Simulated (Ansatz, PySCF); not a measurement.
This Ansatz (a program for electronic structure) input computes a PBE/def2-TZVPD energy:

Ansatz 0.2 input:
```yaml
crystal:
  periodic: [false, false, false]
  atoms:
    - {symbol: Bi, position_ang: [-0.02765227, -0.00809940, 0.22836547]}
    - {symbol: F, position_ang: [1.52880280, -1.03205701, -0.77749007]}
    - {symbol: F, position_ang: [0.15851754, 1.80877515, -0.84265955]}
    - {symbol: O, position_ang: [-1.61134305, -0.78977661, -0.54662339]}
basis:
  gaussian:
    orbitals: def2-TZVPD
hamiltonian:
  xc: {name: PBE}
total_charge: -1
output: {forces: true}
```

Write an input for the same energy in PySCF and say what it gives.


```python
from pyscf import gto, scf, dft

mol = gto.M(
    atom='''
    Bi   -0.02765227   -0.00809940    0.22836547
    F     1.52880280   -1.03205701   -0.77749007
    F     0.15851754    1.80877515   -0.84265955
    O    -1.61134305   -0.78977661   -0.54662339
    ''',
    basis='def2-tzvpd',
    ecp='def2-tzvp',
    charge=-1,
    spin=0,
    verbose=4,
)

mf = dft.RKS(mol, xc='pbe').density_fit(auxbasis='def2-universal-jkfit')
mf.grids.level = 3
mf.conv_tol = 1e-9
mf.max_cycle = 100
mf.max_memory = 1500
mf.kernel()
if not mf.converged:
    mf = mf.newton()
    mf.kernel(mf.make_rdm1())
mf.analyze()
```
It gives -489.57903 Eh, and Ansatz -489.57896 Eh, a difference of 0.07 mEh, from the treatment of integrals and grids.

It need not be the lowest isomer of its formula. Whether it binds its extra electron was not tested at this geometry.
